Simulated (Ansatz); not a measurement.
System: C₄H₇NSi (charge 0, singlet). 
Geometry from a B3LYP-D3(BJ)/def2-TZVP (Ansatz, a program for electronic structure) optimisation:
SMILES: [SiH3]c1ccc[nH]1
```xyz
13

Si     2.0554     0.0451     0.0109
C      0.2088    -0.0378     0.0271
C     -0.6119    -0.9965     0.5999
C     -1.9600    -0.6384     0.3549
C     -1.9425     0.5341    -0.3641
N     -0.6371     0.8866    -0.5558
H      2.5536     1.2848     0.6593
H      2.5917     0.0375    -1.3739
H      2.5657    -1.1336     0.7436
H     -0.2663    -1.8637     1.1383
H     -2.8409    -1.1739     0.6669
H     -2.7476     1.1366    -0.7488
H     -0.3379     1.7063    -1.0531
```

Property: atomisation energy (electronic, to ground-state atoms); the coupled-cluster value holds the core correlation from cc-pwCVTZ, in kJ/mol. Valence correlation only, unless marked. Open shells are spin-unrestricted. No spin-orbit coupling. No relativistic terms. CBS marks a two-point X^-3 extrapolation of the correlation energy; Hartree-Fock from the larger set.

Level to compare with: CCSD(T)/CBS(cc-pV(T+d)Z,cc-pV(Q+d)Z) plus the core term (Ansatz), 5385.0 kJ/mol. It is a level with limits of its own, and the differences hold the functionals' basis error too.

Rank these functionals by how close they come to CCSD(T)/CBS(cc-pV(T+d)Z,cc-pV(Q+d)Z), closest first: BHLYP/def2-TZVPD (Ansatz); HSE06/def2-TZVPD (Ansatz); B97M-V/def2-TZVPD (Ansatz); CAM-B3LYP/def2-TZVPD (Ansatz).

B97M-V/def2-TZVPD (meta-GGA with VV10, 5385.3 kJ/mol, difference 0.3), CAM-B3LYP/def2-TZVPD (range-separated hybrid, 5376.4 kJ/mol, difference -8.6), HSE06/def2-TZVPD (screened hybrid, 5413.2 kJ/mol, difference 28.2), BHLYP/def2-TZVPD (global hybrid, 5186.2 kJ/mol, difference -198.8)
